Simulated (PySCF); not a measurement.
Zn(Br)(OMe) (CH3BrOZn), SMILES [O]([Zn][Br])C. Geometry: PBE-D3(BJ)/def2-SVP. The structure was generated by enumeration; whether it is a known compound was not checked. One conformer was computed; it need not be the lowest.

Q: Give the equilibrium geometry at PBE-D3(BJ)/def2-SVP (PySCF confirms it by a frequency run) as bond lengths and angles, and its point group. (Estimate from the structure and the level; the computed values follow.)

A: This is not unique; one that fits is point group Cs.
Atoms: Zn1 Br2 O3 C4 H5 H6 H7. Bonded distances (Å): Zn1–Br2 2.237, Zn1–O3 1.784, O3–C4 1.406, C4–H5 1.118, C4–H6 1.114, C4–H7 1.118. Angles (°): Br2–Zn1–O3 173.8, Zn1–O3–C4 124.0, O3–C4–H5 113.9, O3–C4–H6 108.5, O3–C4–H7 113.9, H5–C4–H6 106.5, H5–C4–H7 107.0, H6–C4–H7 106.5.
Charge 0, spin multiplicity 1.
